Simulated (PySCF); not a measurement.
[ReN(CN)4]-, C4N5Re (charge -1 and doublet state).
SMILES: `N#[C][Re-](#[N])([C]#N)([C]#N)[C]#N`

Computed with PBE0-D3(BJ)/def2-SVP geometry optimisation, gas phase, def2 core potentials past Kr in PySCF 2.14.0.

Masses are those of the commonest isotopes; rigid-rotor values at the optimised geometry. 

Q: Give the principal moments of inertia and the rotational constants in MHz.

A: Ia = 459.87, Ib = 459.88, Ic = 754.06 u·Å²; 505379 MHz·u·Å²/I gives A = 1099, B = 1099, C = 670.2 MHz.

Q: Classify the top.

A: An oblate symmetric top, as the point group C4v requires two equal moments; Ray's κ = 1.000.

Q: Is it planar, by Δ = Ic − Ia − Ib?

A: Not planar: Δ = Ic − Ia − Ib = -165.69 u·Å². For a rigid frame Δ = −2 Σ m c², so Σ m c² = 82.84 u·Å² lies off the ab plane. The atom farthest from that plane is 1.80 Å away.

Q: Where do the R-branch lines fall?

A: The dipole of 2.04 D (about the centre of mass, as the species is charged) lies along the symmetry axis, so ΔK = 0 and J+1 ← J falls at 2B(J+1) for every K: 2.20 GHz, 4.40 GHz, 6.59 GHz, 8.79 GHz, 10.99 GHz for J = 0 to 4.

For this open shell read J as N, the rotation without spin; fine and hyperfine splittings come on top. Whether it is a minimum is left open (no frequencies). ⟨S²⟩ = 0.769 (exact for a doublet: 0.75). The geometry's basis has no diffuse functions, a weakness for an anion. No vibrational averaging or centrifugal distortion is included, and the geometry carries the error of its method.

Neither the SCF state along the optimisation nor the shape of the open-shell metal species was proved the lowest: other solutions of the same spin, or a structure of lower symmetry, can lie below.
